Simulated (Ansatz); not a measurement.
Consider the cleavage of the B–Si bond: `N[SiH2]B(N)O` + CH₃OH → `COB(N)O` + `N[SiH3]`.

Isolated molecules relaxed with PBE0-D4/def2-TZVP in Ansatz; ΔE leaves out vibrations. CCSD(T)/CBS adds triple-zeta CCSD(T) − MP2 to the extrapolated MP2 energy (def2 sets, frozen cores). This one scheme is used for every species. One conformer a species, not always the lowest.

| species | CCSD/CBS(def2) energy (Eh) |
| --- | --- |
| `N[SiH2]B(N)O` | -502.75166 |
| CH₃OH | -115.60252 |
| `COB(N)O` | -271.61520 |
| `N[SiH3]` | -346.79199 |

(1) Work out ΔE.

(2) What do rigid-rotor, harmonic-oscillator terms from PBE0-D4/def2-TZVP frequencies (298.15 K, 1 bar) make of the CCSD(T)/CBS value? (An estimate is asked.)

Largest T1 diagnostic among the species: 0.012.

Answers

(1) ΔE = (-271.61520) + (-346.79199) − (-502.75166) − (-115.60252) = -0.05301 Eh = -139.2 kJ/mol. CCSD(T)/CBS gives -135.5 kJ/mol.

(2) Ansatz gave: ΔZPE = -5.5 kJ/mol, ΔH = -141.7 kJ/mol, ΔS = -1 J/(mol·K), ΔG = -141.2 kJ/mol.

From r2SCAN to r2SCAN0 (25 % exact exchange), in def2-TZVPP and without D4, ΔE moves by −4.7 kJ/mol. Leaving LDA and LC-ωPBE aside and taking each functional with its dispersion term where it has one, the values, not all of them listed here, spread over 30.3 kJ/mol, from BHLYP-D4 to revPBE-D4. LDA lies −11.1 kJ/mol from PBE without D4. In def2-TZVPP, CCSD(T) changes the Hartree–Fock value by +26.2 kJ/mol (the triples alone add +3.7 kJ/mol) and MP2 by +22.6 kJ/mol.
